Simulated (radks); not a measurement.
Hg+, 79 electrons, occupied as [Xe] 4f14 5d10 6p1 (not the ground configuration).

Method: Dirac Kohn-Sham, LDA (Slater exchange, Perdew-Wang correlation), spin-unpolarised, spherical densities, point nucleus; open shells fill j = l - 1/2 first; computed with a radial shooting solver on a logarithmic mesh with Libxc functionals.

Energy parts (hartree):
| part | energy |
|---|---|
| total | -19650.7149 |
| kinetic | 22674.7244 |
| electron-nucleus | -49566.3464 |
| Hartree | 7603.4162 |
| exchange-correlation | -362.5090 |

Orbitals (lengths in bohr, moments of r in powers of bohr):
orbital  occ.  eigenvalue (hartree)      <r^2>  small-component weight
1s1/2       2             -3049.926  0.0003811                9.26e-02
2s1/2       2             -540.4650   0.005743                2.12e-02
2p1/2       2             -518.6413   0.004056                2.13e-02
2p3/2       4             -447.1267   0.005242                1.89e-02
3s1/2       2             -128.5206    0.03729                7.11e-03
3p1/2       2             -118.6855    0.03395                7.06e-03
3p3/2       4             -102.8483    0.04035                6.35e-03
3d3/2       4             -86.53744    0.03088                6.24e-03
3d5/2       6             -83.14202    0.03262                6.05e-03
4s1/2       2             -28.53191     0.1802                2.43e-03
4p1/2       2             -24.31920     0.1834                2.33e-03
4p3/2       4             -20.48571     0.2159                2.06e-03
4d3/2       4             -13.59443     0.2267                1.86e-03
4d5/2       6             -12.87984     0.2381                1.79e-03
4f5/2       6              -4.00100     0.2774                1.42e-03
4f7/2       8              -3.84677     0.2853                1.39e-03
5s1/2       2              -4.73233     0.9120                6.28e-04
5p1/2       2              -3.33724      1.065                5.41e-04
5p3/2       4              -2.65832      1.292                4.55e-04
5d3/2       4              -0.79222      2.406                2.59e-04
5d5/2       6              -0.72217      2.618                2.39e-04
6p1/2       1              -0.34630      10.89                5.12e-05
6p3/2       0              -0.29706      13.45                4.11e-05

The highest occupied level is 6p1/2 at -9.423 eV. Summed over all electrons, <r^2> = 53.88 bohr^2, which gives a Langevin (diamagnetic) susceptibility term of -42.7 x 10^-6 cm^3/mol.
